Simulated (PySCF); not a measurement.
Species: CH9FNSi4 (doublet state).
Cartesian coordinates in Å at the GFN2-xTB level; atoms count from 1:
```
atom  x, y, z in Å
F1     2.7160   -2.4840   -0.2149
Si2    2.0772   -1.1778    0.4956
Si3    0.1224   -0.7688   -0.6240
C4    -1.5294   -1.1848    0.2550
Si5   -1.9154    0.6806    0.3080
N6    -0.3679    0.9220   -0.4737
Si7    0.4061    2.3892   -0.9658
H8     3.1627   -0.2040    0.3871
H9     1.9952   -1.5913    1.8980
H10    0.0955   -1.1369   -2.0534
H11   -2.2280   -1.7755   -0.3292
H12   -1.4428   -1.6643    1.2261
H13   -1.9497    1.2853    1.6398
H14   -3.0266    1.1444   -0.5199
H15    0.0301    3.4424   -0.0244
H16    1.8468    2.1327   -1.0156
```

The hyperfine couplings belong to this conformer and change with its torsions.

As a line formula: `F[SiH2][Si@H]1C[SiH2]N1[SiH2]` [radical].

Computed with PySCF 2.14.0, UKS B3LYP, pcH-1 on C F H N Si, non-relativistic, mean-field spin-orbit, GIAO. One conformer (not necessarily the lowest) at the GFN2-xTB geometry, without solvent, vibrations or thermal averaging. A GFN2-xTB geometry isn't a minimum of the functional, and hyperfine couplings can be far from their values at a DFT geometry, by a factor of two or more for some ions and for spin on atoms past the first row. The SCF solution wasn't tested for stability.

Mulliken spin populations: F1 0.000, Si2 +0.004, Si3 -0.003, C4 0.000, Si5 -0.002, N6 +0.079, Si7 +0.844, H8 0.000, H9 0.000, H10 +0.007, H11 +0.003, H12 0.000, H13 +0.004, H14 +0.006, H15 +0.033, H16 +0.026.

Problem. Give the computed dipolar 1H tensors of H8, H9, H10, H11, H12, H13, H14.

Solution. 
```
atom          position  distance from Si7 (Å)  T1 (MHz)     T2    T3
  H8  4 bonds from Si7                   4.02     -1.03  -0.77  1.80
  H9  4 bonds from Si7                   5.15     -0.51  -0.45  0.96
 H10  3 bonds from Si7                   3.70     -1.50  -1.14  2.64
 H11  4 bonds from Si7                   4.97     -0.78  -0.59  1.37
 H12  4 bonds from Si7                   4.97     -0.75  -0.71  1.46
 H13  3 bonds from Si7                   3.68     -1.30  -1.01  2.32
 H14  3 bonds from Si7                   3.68     -1.56  -1.16  2.73
```

Problem. Estimate them with point dipoles: put each population ρk at its nucleus, leave out the nucleus itself and the atom bound to it, and sum T = Σ [ρk/(2S)]·C·(3 n nᵀ − 1)/r³ with C = μ0 gₑ μB g_N μN/(4π h) = 79.06 MHz Å³.

Solution. 
```tsv
atom	T1 (MHz)	T2	T3	T3, computed	difference in T3 (%)
H8	-1.23	-1.16	2.39	1.80	+33
H9	-0.60	-0.58	1.18	0.96	+23
H10	-1.69	-1.55	3.24	2.64	+23
H11	-0.76	-0.72	1.48	1.37	+7
H12	-0.77	-0.67	1.44	1.46	-1
H13	-1.72	-1.57	3.28	2.32	+42
H14	-1.70	-1.57	3.26	2.73	+20
```

In T3 the estimate is closest for H12 (-1 %, 4.97 Å from Si7) and worst for H13 (+42 %, 3.68 Å).

Problem. If all the spin sat on Si7, T∥ = 2C/r³. What distance does the computed T3 of H10 then imply?

Solution. r = (2 × 79.06/2.64)^(1/3) = 3.91 Å, against 3.70 Å in the structure.
